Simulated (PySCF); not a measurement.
ClFH₃NOSi, SMILES F[Si@@](O)(Cl)N. Atoms are numbered in the order given.

```xyz
8

N      0.3768     1.1413     1.4234
Si     0.1717    -0.0900     0.2690
O      1.6075    -0.6814    -0.2535
F     -0.7178    -1.2174     1.0040
Cl    -0.8350     0.4254    -1.4375
H      0.8860     1.9848     1.1853
H     -0.3768     1.3358     2.0735
H      2.2447    -0.8742     0.4420
```

Coordinates come from a PBE0-D3(BJ)/def2-SVP optimisation. The structure was generated by enumeration; whether it is a known compound was not checked. The values are those of a single conformer.

Two levels are set side by side: PBE/pcSseg-1 (PySCF) and PBE0/pcSseg-1 (PySCF). GIAO shifts against CFCl3 (¹⁹F), H2O (¹⁷O), HCl (³⁵Cl), NH3 (¹⁵N), TMS (²⁹Si), TMS (¹H) at the same level; non-relativistic, no solvent, atoms listed together averaged. Without spin–orbit terms, shifts of atoms bonded to Cl or Br come out too high at both levels. Differences are taken from unrounded values.

```
quantity                 PBE
--------------------  ------
δ(¹⁵N) of N1 (ppm)      39.0
δ(²⁹Si) of Si2 (ppm)   -36.4
δ(¹⁷O) of O3 (ppm)      78.5
δ(¹⁹F) of F4 (ppm)    -155.2
δ(³⁵Cl) of Cl5 (ppm)    58.8
δ(¹H) of H8 (ppm)       2.40
```

These are the PBE values. What does PBE0 give? (Estimate from the structure and the level; the computed values follow.)


```
quantity                PBE0  PBE minus PBE0
--------------------  ------  --------------
δ(¹⁵N) of N1 (ppm)      34.1             4.9
δ(²⁹Si) of Si2 (ppm)   -36.7             0.3
δ(¹⁷O) of O3 (ppm)      69.8             8.7
δ(¹⁹F) of F4 (ppm)    -139.3           -15.8
δ(³⁵Cl) of Cl5 (ppm)    45.5            13.3
δ(¹H) of H8 (ppm)       2.53           -0.13
```

Rough cost on one machine, each run with all the roots and properties that it gave: PBE0 against PBE within a factor of 2.
